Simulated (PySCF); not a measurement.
Cl3Ga, charge -1, doublet, geometry from GFN2-xTB (such geometries of metal compounds can be far from the true shape) (a state made from the parent by changing its charge; the spin is typed, not shown lowest). Base run: PySCF with M062X/pcseg-1.

Here is a job for PySCF.
```python
from pyscf import gto, scf, dft

mol = gto.Mole()
mol.atom = '''
    Ga   -0.17281014    0.17703508    0.45753847
    Cl   -1.66578596   -1.23426882   -0.51100727
    Cl    0.20082140    1.87173581   -1.00780288
    Cl    1.78008893   -0.96029567    0.68447530
'''
mol.basis = 'pcseg-1'
mol.charge = -1
mol.spin = 1
mol.verbose = 4
mol.build()

mf = dft.UKS(mol)
mf.xc = 'm062x'
mf.kernel()
mf.analyze()
```

Each row names what was changed in the base input (with any setting that the change needs).

| change | ΔE vs base (mEh) | SCF cycles | <S^2> | outcome |
|---|---|---|---|---|
| base | 0.000 | 10 | 0.752 | converged |
| diis = off (with mf.max_cycle = 100) | - | 100 | - | not converged |
| DIIS = EDIIS | 0.000 | 41 | 0.752 | converged |
| conv_tol = 1e-4 | 0.000 | 6 | 0.752 | converged |
| conv_tol = 1e-7 | 0.000 | 8 | 0.752 | converged |
| level_shift = 0.1 (with mf.max_cycle = 100) | 0.000 | 11 | 0.752 | converged |
| conv_tol = 1e-6 | 0.000 | 7 | 0.752 | converged |
| solver = newton; init_guess = 1e | 0.000 | - | 0.752 | converged |
| diis_space = 2 | 0.000 | 13 | 0.752 | converged |
| diis_space = 20 | 0.000 | 10 | 0.752 | converged |
| diis_space = 12 | 0.000 | 10 | 0.752 | converged |
| diis_space = 4 | 0.000 | 11 | 0.752 | converged |
| diis = off; damp = 0.3 (with mf.diis_start_cycle = 200; with mf.max_cycle = 150) | 0.000 | 17 | 0.752 | converged |

Open shells are given as the SCF converged; they aren't shown to be the lowest states, and a large step between rows can be another state.
